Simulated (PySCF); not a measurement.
# Correlation energy of Ge¹⁵⁺ (germanium, charge +15)

[Ne] 3s2 3p5, 2P determinant. Calculation: PySCF 2.14, in an uncontracted even-tempered set (17 s from 1.1 bohr⁻², ratio 2.5; 11 p from 1.4 bohr⁻², ratio 2.5; 5 d from 8.6 bohr⁻², ratio 2.7; 4 f from 13 bohr⁻², ratio 2.7); the non-relativistic Hamiltonian (point nucleus). Frozen: 1s2; 15 electrons correlated; the 17 highest virtual orbitals of each spin left out.

| level | correlation energy (mhartree) |
| --- | --- |
| CCSD | -571.18 |
| (T) | -2.78 |
| CCSD(T) | -573.96 |

Diagnostics: T1 = 0.0017, D1 = 0.0070, largest double amplitude 0.034.

Spin-orbit coupling, absent here, splits the open shell strongly.

Cost of the coupled-cluster step: of the order of 70 core-seconds, for 15 correlated electrons.

At this charge a non-relativistic calculation is a model, useful for the Z dependence of the correlation energy.
